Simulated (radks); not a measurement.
Results of a calculation; reference values are marked as such.
Species: Nb XV. Configuration: [Ar] 3d9 (the NIST ground configuration).

Code: a radial shooting solver on a logarithmic mesh with Libxc functionals. Model: non-relativistic Kohn-Sham, PBE, spin-polarised, spherical densities, point nucleus; open shells are filled with parallel spins first (spin-orbit coupling, left out, can overturn this in heavy ions); relativity is left out, which matters for an element this heavy.

Energy parts (hartree):
total: -3680.72247
kinetic: 3679.37806
electron-nucleus: -8430.57447
Hartree: 1176.78442
exchange-correlation: -106.31048

Orbitals (lengths in bohr, moments of r in powers of bohr; r(max) is where P^2 peaks; r(90%) holds 90 % of the orbital's charge):
orbital,occ.,eigenvalue (hartree),<1/r>,<r>,r(90%),r(max)
1s up,1,-687.1321,40.49,0.03720,0.0662,0.02460
1s down,1,-687.1317,40.49,0.03720,0.0662,0.02460
2s up,1,-105.0499,9.116,0.1627,0.251,0.1376
2s down,1,-104.9878,9.119,0.1627,0.250,0.1376
2p up,3,-97.55077,9.107,0.1396,0.227,0.1083
2p down,3,-97.50571,9.110,0.1395,0.227,0.1083
3s up,1,-26.85529,3.207,0.4458,0.655,0.4023
3s down,1,-26.78053,3.203,0.4461,0.656,0.4025
3p up,3,-24.00388,3.122,0.4391,0.660,0.3891
3p down,3,-23.92699,3.118,0.4396,0.660,0.3893
3d up,5,-18.84091,2.961,0.4119,0.651,0.3268
3d down,4,-18.75313,2.957,0.4127,0.653,0.3273

The highest occupied level is 3d down at -510.30 eV. For comparison, the ionisation energy in NIST's Atomic Spectra Database is 530 eV (theoretical). In exact Kohn-Sham theory the highest level is minus the ionisation energy, but local and semilocal functionals leave it too shallow, through self-interaction and a potential that decays too fast; potentials with the right tail come closer.
